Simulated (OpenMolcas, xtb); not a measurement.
# GeSiH6O (SMILES [OH][GeH2][SiH3]): methods side by side

GeSiH6O has 9 atoms, charge 0, and is taken as a singlet. SMILES: `[OH][GeH2][SiH3]`. The shape is that of a PBE0-D4/def2-TZVP optimisation. This is one conformer, not always the lowest.

```csv
atom,x (Å),y (Å),z (Å)
O,-1.6654,1.0032,-0.8548
Ge,0.0863,0.8996,-0.4955
Si,0.5258,-1.0107,0.8704
H,-1.9734,0.2679,-1.3890
H,0.8737,0.8321,-1.8244
H,0.3881,2.2267,0.2159
H,1.9860,-1.1328,1.1284
H,0.0601,-2.2362,0.1663
H,-0.1928,-0.8961,2.1658
```

Each level gives the energy change with the O1–H4 bond stretched from 0.960 to 2.111 Å (eV). The values are calculated.

| level | kind | program | value (eV) | less CCSD(T)/cc-pVDZ |
| --- | --- | --- | --- | --- |
| GFN1-xTB | semi-empirical | xtb | 4.88 | +0.41 |
| HF/cc-pVDZ (unrestricted) | Hartree–Fock | OpenMolcas | 3.61 | -0.86 |
| SVWN5/cc-pVDZ (restricted) | LDA | OpenMolcas | 4.92 | +0.45 |
| revPBE/cc-pVDZ (restricted) | GGA | OpenMolcas | 4.71 | +0.24 |
| r2SCAN/cc-pVDZ (restricted) | meta-GGA | OpenMolcas | 5.15 | +0.68 |
| M06-2X/cc-pVDZ (restricted) | hybrid meta-GGA | OpenMolcas | 5.76 | +1.29 |
| PBE0/cc-pVDZ (restricted) | global hybrid | OpenMolcas | 5.44 | +0.97 |
| B2PLYP/cc-pVDZ (restricted) | double hybrid | OpenMolcas | 5.11 | +0.64 |
| MP2/cc-pVDZ (restricted) | perturbation theory | OpenMolcas | 5.21 | +0.74 |
| CCSD(T)/cc-pVDZ (restricted) | coupled cluster or CI | OpenMolcas | 4.47 | 0.00 |

CCSD(T)/cc-pVDZ (restricted) is the highest level here, not the true value. At this stretch a single reference begins to fail. All-electron rows without a relativistic Hamiltonian named are non-relativistic. The first shape isn't each level's own minimum. The values span 3.61 to 5.76 eV. Spin contamination of the reference (⟨S²⟩ at least 0.1 too high) touches HF/cc-pVDZ. In the correlated wave-function rows the outer d shell of Ge is correlated, in sets not made for it.
